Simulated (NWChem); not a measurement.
System: P2H cation; SMILES P#[PH+]

Here is an NWChem input.

```
start job
memory heap 200 mb stack 900 mb global 1100 mb
charge 1
geometry units angstroms noautoz
  P      0.000000     0.000000     1.040373
  P      0.000000     0.000000    -0.858441
  H      0.000000     0.000000    -2.295055
end
basis spherical
  * library 6-311g**
end
dft
  xc xtpss03 ctpss03
  iterations 150
  mulliken
end
task dft energy
```

NWChem printed, in part:

```
             Northwest Computational Chemistry Package (NWChem) 7.3.0
             --------------------------------------------------------

 ORDER OF PRIMARY AXIS IS BEING SET TO 4
 C4V symmetry detected

                             Geometry "geometry" -> ""
                             -------------------------

 Output coordinates in angstroms (scale by  1.889725989 to convert to a.u.)

  No.       Tag          Charge          X              Y              Z
 ---- ---------------- ---------- -------------- -------------- --------------
    1 P                   15.0000     0.00000000     0.00000000     1.02637542
    2 P                   15.0000     0.00000000     0.00000000    -0.87243858
    3 H                    1.0000     0.00000000     0.00000000    -2.30905258

 Effective nuclear repulsion energy (a.u.)      70.6099250804

      Symmetry information
      --------------------

 Group name             C4v
 Group number             18
 Group order               8
 No. of unique centers     3

                                 NWChem DFT Module
                                 -----------------

 Summary of "ao basis" -> "ao basis" (spherical)
 ------------------------------------------------------------------------------
       Tag                 Description            Shells   Functions and Types
 ---------------- ------------------------------  ------  ---------------------
 P                          6-311g**                12       26   6s5p1d
 H                          6-311g**                 4        6   3s1p

      Symmetry analysis of basis
      --------------------------

        a1         28
        a2          0
        b1          2
        b2          2
        e          26

            General Information
            -------------------
          SCF calculation type: DFT
          Wavefunction type:  closed shell.
          No. of atoms     :     3
          No. of electrons :    30
           Alpha electrons :    15
            Beta electrons :    15
          Charge           :     1
          Spin multiplicity:     1
          Use of symmetry is: on ; symmetry adaption is: on
          Maximum number of iterations: 150
          AO basis - number of functions:    58
                     number of shells:    28
          Convergence on energy requested:  1.00D-06
          Convergence on density requested:  1.00D-05
          Convergence on gradient requested:  5.00D-04

              XC Information
              --------------
                  TPSS metaGGA Exchange Functional  1.000
             TPSS03 metaGGA Correlation Functional  1.000

             Grid Information
             ----------------
          Grid used for XC integration:  medium
          Radial quadrature: Mura-Knowles
          Angular quadrature: Lebedev.
          Tag              B.-S. Rad. Rad. Pts. Rad. Cut. Ang. Pts.
          ---              ---------- --------- --------- ---------
          P                   1.00       88          10.0       590
          H                   0.35       45          11.0       434
          Grid pruning is: on
          Number of quadrature shells:   221
          Spatial weights used:  Erf1

      Superposition of Atomic Density Guess
      -------------------------------------

 Sum of atomic energies:        -681.79782158

 Renormalizing density from      31.00 to     30

      Non-variational initial energy
      ------------------------------

 Total energy =    -668.202288
 1-e energy   =   -1048.467798
 2-e energy   =     309.655585
 HOMO         =      -0.694098
 LUMO         =      -0.431821

      Symmetry analysis of molecular orbitals - initial
      -------------------------------------------------

 !! scf_movecs_sym_adapt:    4 vectors were symmetry contaminated

  Symmetry fudging

 !! scf_movecs_sym_adapt:    4 vectors were symmetry contaminated

  Numbering of irreducible representations:

     1 a1          2 a2          3 b1          4 b2          5 e

  Orbital symmetries:

     1 a1          2 a1          3 a1          4 a1          5 a1
     6 e           7 e           8 a1          9 e          10 e
    11 a1         12 a1         13 a1         14 e          15 e
    16 e          17 e          18 a1         19 a1         20 a1
    21 e          22 e          23 a1         24 e          25 e

     ---------------------------------------------
      Total Density - Mulliken Population Analysis
     ---------------------------------------------

    Atom       Charge   Shell Charges
 -----------   ------   -------------------------------------------------------
    1 P   15    14.67   0.80  1.17  0.98  1.01  1.22  0.83  2.09  3.85  0.57  1.75  0.32  0.09
    2 P   15    14.73   0.80  1.17  0.97  1.02  1.09  0.58  2.10  3.84  0.68  2.07  0.35  0.06
    3 H    1     0.60   0.14  0.37  0.07  0.02

   convergence    iter        energy       DeltaE   RMS-Dens  Diis-err
 ---------------- ----- ----------------- --------- --------- ---------
 d= 0,ls=0.0,diis     1   -682.8678458930 -7.53D+02  2.27D-02  3.70D+00
 d= 0,ls=0.0,diis     2   -682.8082253943  5.96D-02  2.87D-02  1.73D+00
 d= 0,ls=0.0,diis     3   -682.4611067773  3.47D-01  2.00D-02  2.49D+00
 d= 0,ls=0.0,diis     4   -682.9784394352 -5.17D-01  3.05D-03  4.14D-02
 d= 0,ls=0.0,diis     5   -682.9839529680 -5.51D-03  8.78D-04  5.63D-03
  Resetting Diis
 d= 0,ls=0.0,diis     6   -682.9850089953 -1.06D-03  2.82D-04  3.43D-04
 d= 0,ls=0.0,diis     7   -682.9850724628 -6.35D-05  2.50D-04  1.19D-05
 d= 0,ls=0.0,diis     8   -682.9850179284  5.45D-05  1.88D-04  3.03D-04
 d= 0,ls=0.0,diis     9   -682.9850746996 -5.68D-05  1.60D-05  1.20D-06
 d= 0,ls=0.0,diis    10   -682.9850749137 -2.14D-07  2.86D-06  5.20D-08

         Total DFT energy =     -682.985074913744
      One electron energy =    -1076.384306640671
           Coulomb energy =      369.349514303765
    Exchange-Corr. energy =      -46.560207657189
 Nuclear repulsion energy =       70.609925080352

 Numeric. integr. density =       30.000006200371

                  Occupations of the irreducible representations
                  ----------------------------------------------

                     irrep           alpha         beta
                     --------     --------     --------
                     a1                9.0          9.0
                     a2                0.0          0.0
                     b1                0.0          0.0
                     b2                0.0          0.0
                     e                 6.0          6.0

                       DFT Final Molecular Orbital Analysis
                       ------------------------------------

 Vector   13  Occ=2.000000D+00  E=-5.945745D-01  Symmetry=a1
              MO Center= -1.3D-15, -5.8D-15,  4.9D-01, r^2= 3.0D+00
   Bfn.  Coefficient  Atom+Function         Bfn.  Coefficient  Atom+Function
  ----- ------------  ---------------      ----- ------------  ---------------
     6      0.497623  1 P  s                  5      0.358654  1 P  s
    18      0.323168  1 P  pz                44     -0.280022  2 P  pz
    32     -0.242637  2 P  s                  4     -0.210038  1 P  s
    54      0.207869  3 H  s                 31     -0.198372  2 P  s
    15      0.147494  1 P  pz                12     -0.123743  1 P  pz

 Vector   14  Occ=2.000000D+00  E=-5.184635D-01  Symmetry=e
              MO Center= -7.2D-17,  6.1D-16, -2.9D-02, r^2= 2.2D+00
   Bfn.  Coefficient  Atom+Function         Bfn.  Coefficient  Atom+Function
  ----- ------------  ---------------      ----- ------------  ---------------
    42      0.363139  2 P  px                16      0.323286  1 P  px
    43      0.312087  2 P  py                17      0.277836  1 P  py
    39      0.115103  2 P  px                45      0.109411  2 P  px
    13      0.106038  1 P  px                36     -0.105032  2 P  px
    40      0.098921  2 P  py                10     -0.095237  1 P  px

 Vector   15  Occ=2.000000D+00  E=-5.184635D-01  Symmetry=e
              MO Center=  5.2D-17,  6.2D-16, -2.9D-02, r^2= 2.2D+00
   Bfn.  Coefficient  Atom+Function         Bfn.  Coefficient  Atom+Function
  ----- ------------  ---------------      ----- ------------  ---------------
    43      0.363139  2 P  py                17      0.323286  1 P  py
    42     -0.312087  2 P  px                16     -0.277836  1 P  px
    40      0.115103  2 P  py                46      0.109411  2 P  py
    14      0.106038  1 P  py                37     -0.105032  2 P  py
    39     -0.098921  2 P  px                11     -0.095237  1 P  py

 Vector   16  Occ=0.000000D+00  E=-3.751734D-01  Symmetry=e
              MO Center= -1.6D-15,  2.7D-15,  1.4D-01, r^2= 3.1D+00
   Bfn.  Coefficient  Atom+Function         Bfn.  Coefficient  Atom+Function
  ----- ------------  ---------------      ----- ------------  ---------------
    17      0.470949  1 P  py                43     -0.426167  2 P  py
    20      0.290564  1 P  py                46     -0.285871  2 P  py
    16     -0.269073  1 P  px                42      0.243487  2 P  px
    19     -0.166011  1 P  px                45      0.163330  2 P  px
    14      0.148989  1 P  py                40     -0.131810  2 P  py

 Vector   17  Occ=0.000000D+00  E=-3.751734D-01  Symmetry=e
              MO Center=  1.2D-14,  7.9D-15,  1.4D-01, r^2= 3.1D+00
   Bfn.  Coefficient  Atom+Function         Bfn.  Coefficient  Atom+Function
  ----- ------------  ---------------      ----- ------------  ---------------
    16      0.470949  1 P  px                42     -0.426167  2 P  px
    19      0.290564  1 P  px                45     -0.285871  2 P  px
    17      0.269073  1 P  py                43     -0.243487  2 P  py
    20      0.166011  1 P  py                46     -0.163330  2 P  py
    13      0.148989  1 P  px                39     -0.131810  2 P  px

 Vector   18  Occ=0.000000D+00  E=-3.414408D-01  Symmetry=a1
              MO Center= -3.6D-15, -4.9D-15, -7.5D-01, r^2= 3.5D+00
   Bfn.  Coefficient  Atom+Function         Bfn.  Coefficient  Atom+Function
  ----- ------------  ---------------      ----- ------------  ---------------
    32      1.062097  2 P  s                 18      0.529579  1 P  pz
    54     -0.459964  3 H  s                 55     -0.401747  3 H  s
    21      0.246735  1 P  pz                31      0.240980  2 P  s
     6     -0.230242  1 P  s                  5     -0.186509  1 P  s
    30     -0.180997  2 P  s                 50     -0.173113  2 P  d  0

     ---------------------------------------------
      Total Density - Mulliken Population Analysis
     ---------------------------------------------

    Atom       Charge   Shell Charges
 -----------   ------   -------------------------------------------------------
    1 P   15    14.58   0.79  1.17  0.92  1.06  1.10  0.99  2.02  3.85  0.57  1.76  0.27  0.07
    2 P   15    14.66   0.79  1.18  0.91  1.07  0.97  0.67  2.03  3.84  0.67  2.15  0.33  0.05
    3 H    1     0.76   0.21  0.53  0.00  0.02

     -------------------------------------------
      Total Density - Lowdin Population Analysis
     -------------------------------------------

    Atom       Charge   Shell Charges
 -----------   ------   -------------------------------------------------------
    1 P   15    14.51   0.91  1.08  0.95  1.03  0.93  0.78  2.21  3.43  0.87  1.57  0.66  0.09
    2 P   15    14.51   0.91  1.08  0.93  1.03  0.75  0.56  2.23  3.44  0.97  1.81  0.75  0.06
    3 H    1     0.98   0.23  0.45  0.24  0.06

     Multipole analysis of the density
     ---------------------------------

     L   x y z        total         alpha         beta         nuclear
     -   - - -        -----         -----         ----         -------
     0   0 0 0      1.000000    -15.000000    -15.000000     31.000000

     1   1 0 0      0.000000      0.000000      0.000000      0.000000
     1   0 1 0     -0.000000     -0.000000     -0.000000      0.000000
     1   0 0 1     -0.661036     -0.330518     -0.330518     -0.000000

     2   2 0 0    -17.147607     -8.573804     -8.573804      0.000000
     2   1 1 0     -0.000000     -0.000000     -0.000000      0.000000
     2   1 0 1      0.000000      0.000000      0.000000      0.000000
     2   0 2 0    -17.147607     -8.573804     -8.573804      0.000000
     2   0 1 1     -0.000000     -0.000000     -0.000000      0.000000
     2   0 0 2     -7.577126    -61.908809    -61.908809    116.240491
```

Level: TPSS/6-311G** (spherical d). Coordinates come from a PBE-D3(BJ)/def2-SVP optimisation.
